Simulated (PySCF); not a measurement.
## Gas-phase XPS of `CS[SiH2]F`, computed

Species: CH₅FSSi.
Bonds: C1–S2, S2–Si3, Si3–F4. Hydrogens: H5, H6, H7 on C1; H8, H9 on Si3.

The calculation used PySCF 2.14.0, delta-SCF UKS SCAN, pcX-2 on the ionised atom, pcseg-1 elsewhere, spin-free X2C. These are vertical core ionisation energies against the vacuum level, from separate self-consistent calculations with and without the core hole.

**Question.** Give the core binding energies atom by atom.

**Answer.** 
```csv
atom(s),environment,level,binding energy (eV),2p1/2 (eV),count
C1,S-methyl carbon,C 1s,291.72,–,1
S2,sulfur bonded to C and Si,S 1s,2477.10,–,1
Si3,fluorine-bound silicon,Si 2p3/2,108.23,108.86,1
Si3,fluorine-bound silicon,Si 1s,1848.20,–,1
F4,silicon-bound fluorine,F 1s,692.30,–,1
```

**Question.** Which photon wavelength matches the Si 1s of Si3 threshold?

**Answer.** λ = hc/E = 12398.42 eV Å / 1848.20 eV = 6.708 Å.

**Question.** Which photon energy gives electrons from Si 1s of Si3 a kinetic energy of 150 eV, and what is their de Broglie wavelength?

**Answer.** hν = 1848.20 + 150 = 1998.20 eV, recoil neglected; λ = 12.264 Å/√(E/eV) = 1.00 Å.

Not every level is listed. Spin–orbit and ligand-field terms were added within each 2p shell after the spin-free SCF. 2p1/2 minus 2p3/2 (ligand field included): Si 0.63 eV. Isolated species at its PBE0-D3(BJ)/def2-SVP geometry (one conformer only).

On one thread, Arm Neoverse V2, shared host, this took 23 s of wall time.

Shape of the structure used: `[CH3:1][S:2][SiH2:3][F:4]`: C1–S2–Si3–F4 65°.
